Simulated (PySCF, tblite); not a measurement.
Compound: C4H7ClOSi.
Structure used (GFN2-xTB), in Å, numbered top down from 1:
```xyz
14
C4H7ClOSi angstrom
C     -1.022   -1.682    0.151
C      0.312   -1.046    0.053
C      0.545    0.269   -0.032
Si    -0.793    1.624   -0.082
C      1.884    0.791   -0.192
O      2.199    1.834   -0.671
Cl     3.186   -0.260    0.451
H     -1.821   -0.949    0.211
H     -1.187   -2.320   -0.717
H     -1.053   -2.325    1.031
H      1.146   -1.739    0.023
H     -0.175    2.940   -0.049
H     -1.640    1.434    1.102
H     -1.581    1.426   -1.301
```

Method used: B3LYP/def2-SVPD in PySCF (dipole) on a GFN2-xTB geometry, gas phase.

Masses are those of the commonest isotopes; rigid-rotor values at the optimised geometry. The values belong to one conformer with, in the numbering `[CH3:1]/[CH:2]=[C:3](\[SiH3:4])[C:5](=[O:6])[Cl:7]`, C2–C3–C5–O6 155°.

Task: What are A, B and C (GHz)?

Result: Ia = 216.57, Ib = 392.74, Ic = 584.85 u·Å²; 505379 MHz·u·Å²/I gives 2334, 1287 and 864.1 MHz, that is A = 2.3336, B = 1.2868, C = 0.8641 GHz.

Task: Classify the top.

Result: An asymmetric top; Ray's κ = -0.425.

Task: What does the inertial defect say?

Result: Not planar: Δ = Ic − Ia − Ib = -24.46 u·Å². For a rigid frame Δ = −2 Σ m c², so Σ m c² = 12.23 u·Å² lies off the ab plane: 4.88 from hydrogen and 7.35 from heavier atoms. The atom farthest from that plane is 1.39 Å away.

Task: Give the other two planar moments, Paa and Pbb, and the rms extents of the mass along the axes.

Result: Paa = Σ m a² = (Ib + Ic − Ia)/2 = 380.51 and Pbb = Σ m b² = (Ia + Ic − Ib)/2 = 204.34 u·Å². With the mass M = 134.00 u, the rms extents √(P/M) along a, b and c are 1.69, 1.23, 0.30 Å.

Task: Predict some low-J microwave lines.

Result: The dipole components are |μa| = 3.04 D, |μb| = 2.80 D, |μc| = 0.11 D. The squared components, which scale the intensities, stand as 1.00 : 0.85 : 0.00 (a : b : c). Some lines, for components of 0.1 D or more:

```tsv
type	branch	J(Ka,Kc)	MHz	lower level (cm⁻¹)
a	Q	2(1,1) ← 2(1,2)	1268	0.236
b	Q	2(1,1) ← 2(0,2)	1996	0.212
a	R	1(0,1) ← 0(0,0)	2151	0.000
c	Q	3(2,2) ← 3(1,2)	2582	0.512
b	R	1(1,1) ← 0(0,0)	3198	0.000
a	R	2(1,2) ← 1(1,1)	3879	0.107
b	Q	2(2,1) ← 2(1,2)	4408	0.236
b	R	2(1,2) ← 1(0,1)	4926	0.072
a	R	3(1,3) ← 2(1,2)	5760	0.236
c	Q	3(3,1) ← 3(2,1)	5864	0.615
b	Q	3(3,0) ← 3(2,1)	5881	0.615
a	R	3(2,2) ← 2(2,1)	6453	0.383
a	R	3(2,1) ← 2(2,0)	6834	0.387
c	R	2(2,0) ← 1(1,0)	7969	0.121
b	R	2(2,0) ← 1(1,1)	8392	0.107
c	R	3(1,2) ← 2(0,2)	9008	0.212
b	R	3(2,2) ← 2(1,1)	9593	0.278
c	R	3(2,1) ← 2(1,1)	10079	0.278
b	R	3(3,1) ← 2(2,0)	12698	0.387
c	R	3(3,1) ← 2(2,1)	12802	0.383
```

Task: Estimate the classical rotational partition function at 10 K, 100 K and 500 K.

Result: Point group C1, symmetry number σ = 1; q = (√π/σ)·√((kT/h)³/(ABC)), k/h = 20836.6 MHz/K: 3310 at 10 K, 105000 at 100 K, 1170000 at 500 K.

Its GFN2-xTB frequencies are all real (lowest 39 cm⁻¹). Zero-point vibration and centrifugal distortion are left out. A rigid rotor knows nothing of internal rotation, which can split or shift real lines. Quadrupole hyperfine structure (35Cl) is left out.
